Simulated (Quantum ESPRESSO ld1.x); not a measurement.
Pm3+, configuration [Xe] 4f4. Method: Dirac Kohn-Sham, BLYP, spin-unpolarised, spherical densities, point nucleus; open shells are shared between the two j in proportion to 2j + 1; computed with ld1.x of Quantum ESPRESSO 7.5.

Normalised radial functions P(r) = r R(r) (large component), r in bohr:

| r | 4f7/2 | 5d3/2 |
|---|---|---|
| 0.003915 | 0.0000 | 0.0001 |
| 0.004558 | 0.0000 | 0.0002 |
| 0.005349 | 0.0000 | 0.0003 |
| 0.006227 | 0.0000 | 0.0004 |
| 0.007249 | 0.0000 | 0.0006 |
| 0.008507 | 0.0000 | 0.0009 |
| 0.009903 | 0.0000 | 0.0013 |
| 0.01162 | 0.0000 | 0.0019 |
| 0.01353 | 0.0001 | 0.0028 |
| 0.01588 | 0.0001 | 0.0043 |
| 0.01848 | 0.0002 | 0.0063 |
| 0.02169 | 0.0004 | 0.0093 |
| 0.02525 | 0.0006 | 0.0134 |
| 0.02963 | 0.0011 | 0.0195 |
| 0.0345 | 0.0019 | 0.0275 |
| 0.04048 | 0.0033 | 0.0390 |
| 0.04713 | 0.0055 | 0.0535 |
| 0.05487 | 0.0092 | 0.0719 |
| 0.06439 | 0.0154 | 0.0957 |
| 0.07495 | 0.0246 | 0.1223 |
| 0.08796 | 0.0397 | 0.1527 |
| 0.1024 | 0.0612 | 0.1813 |
| 0.1202 | 0.0943 | 0.2062 |
| 0.1399 | 0.1386 | 0.2188 |
| 0.1642 | 0.2021 | 0.2129 |
| 0.1911 | 0.2806 | 0.1825 |
| 0.2243 | 0.3832 | 0.1198 |
| 0.2611 | 0.4974 | 0.0322 |
| 0.304 | 0.6226 | -0.0748 |
| 0.3567 | 0.7560 | -0.1912 |
| 0.4153 | 0.8720 | -0.2833 |
| 0.4873 | 0.9677 | -0.3352 |
| 0.5673 | 1.0202 | -0.3228 |
| 0.6657 | 1.0273 | -0.2367 |
| 0.775 | 0.9889 | -0.0928 |
| 0.9095 | 0.9083 | 0.1026 |
| 1.059 | 0.8040 | 0.3024 |
| 1.243 | 0.6776 | 0.4961 |
| 1.446 | 0.5523 | 0.6380 |
| 1.697 | 0.4243 | 0.7232 |
| 1.976 | 0.3141 | 0.7358 |
| 2.3 | 0.2199 | 0.6862 |
| 2.7 | 0.1412 | 0.5822 |
| 3.143 | 0.0858 | 0.4548 |
| 3.688 | 0.0460 | 0.3137 |
| 4.294 | 0.0224 | 0.1935 |
| 5.039 | 0.0090 | 0.0999 |
| 5.866 | 0.0032 | 0.0454 |
| 6.883 | 0.0009 | 0.0163 |
| 8.013 | 0.0002 | 0.0049 |
| 9.404 | 0.0000 | 0.0011 |
| 10.95 | 0.0000 | 0.0002 |
| 12.85 | 0.0000 | 0.0000 |
| 14.96 | 0.0000 | 0.0000 |

4f7/2: eigenvalue -31.215 eV, 0 radial nodes, <r> = 0.943 bohr, 90 % of the charge inside 1.61 bohr. 5d3/2 (empty): eigenvalue -24.478 eV, 2 radial nodes at r = 0.274, 0.839 bohr, <r> = 2.25 bohr, 90 % of the charge inside 3.36 bohr.
